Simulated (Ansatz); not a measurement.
A search over several starts for the lowest SCF solution of the cluster Ga₃⁻ at the given spin, in a small basis.

```yaml
crystal:
  periodic: [false, false, false]
  atoms:
    - {symbol: Ga, position_ang: [0.800627, -0.966744, -0.741161]}
    - {symbol: Ga, position_ang: [-0.143807, 1.362171, -0.498746]}
    - {symbol: Ga, position_ang: [-0.656820, -0.395427, 1.239906]}
basis:
  gaussian: {orbitals: def2-SVP}
total_charge: -1
hamiltonian: {xc: pbe0, dispersion: d4}
output: {orbitals: {seedname: orbitals}}
```

```sh
$ ansatz run in.yaml --threads 2 --pin off --events-out ev --progress --plain --max-ram 4352MiB
```

Shortened log:

```
Functional definition: PBE0
957 factors; integrals over basis functions are off by at most 5.1e-4 eV
mean field evaluation 1: about -157093.0432 eV, gradient 3.1e1 eV
mean field evaluation 2: about -157092.6210 eV, gradient 3.7e1 eV
mean field evaluation 4: about -157093.9399 eV, gradient 3.1e-1 eV
mean field evaluation 8: about -157093.9457 eV, gradient 4.0e-3 eV
mean field -157093.94574649 eV, -5773.0960240826 hartree, gradient 8.0e-5 eV, S^2 0.000000; 0 other end points of the search recorded, 0 dependent functions left out
reference -157093.94576591 eV, -5773.0960247961 hartree; 47, 47 occupied and 49, 49 virtual orbitals, 957 factors
Total energy: -157094.03225997 eV, -5773.0992033942 hartree
```

It took 2.2 s on 2 threads of Intel Xeon Platinum 8375C on a shared host.

The highest occupied level of the charge -1 singlet lies above zero (up to 0.00 eV). By energy differences its removal costs 1.58 eV (vertical, to the charge 0 doublet, at PBE0-D4/def2-TZVPD). The structure comes from a short search, and lower isomers may exist.
